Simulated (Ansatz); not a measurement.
Frontier orbitals of CH$_{8}$GeSSi, SMILES `[SiH3]S[CH2][GeH3]`.

```xyz
12

Si    0.577   -2.431   -0.008
S    -0.528   -0.813    0.819
C     0.094    0.525   -0.240
Ge   -0.758    2.225    0.264
H     0.192   -3.647    0.750
H     0.259   -2.602   -1.451
H     2.039   -2.188    0.118
H     1.175    0.627   -0.128
H    -0.132    0.317   -1.288
H    -0.431    2.543    1.730
H    -0.209    3.338   -0.645
H    -2.277    2.106    0.081
```

Charge 0, multiplicity 1. Correlated methods include outer-core shells of Ge, which these sets cover unevenly. Scalar relativity is left out up to krypton. Geometry: relaxed with PBE0-D4/def2-TZVP. It is one conformer, not always the lowest. Basis def2-TZVPP, Ansatz.

```
 functional  HOMO (eV)  LUMO (eV)  gap (eV)
LDA (SPW92)      -5.92      -1.18      4.74
        PBE      -5.84      -0.95      4.89
       BLYP      -5.69      -0.81      4.88
     r2SCAN      -6.10      -0.65      5.45
     B97M-V      -6.27      -0.83      5.44
       PBE0      -7.04      -0.08      6.96
    r2SCANh      -6.54      -0.34      6.20
  CAM-B3LYP      -8.34       0.93      9.27
    ωB97M-V      -9.23       1.65     10.88
```

A quarter of exact exchange (PBE0) shifts PBE's HOMO by −1.20 eV and its LUMO by +0.87 eV; full exchange at long range (ωB97M-V) shifts them by −3.39 and +2.60 eV. The gap opens from 4.89 to 10.88 eV, since occupied levels lose self-interaction and empty ones feel all the electrons. A positive LUMO is unbound and depends on the basis.
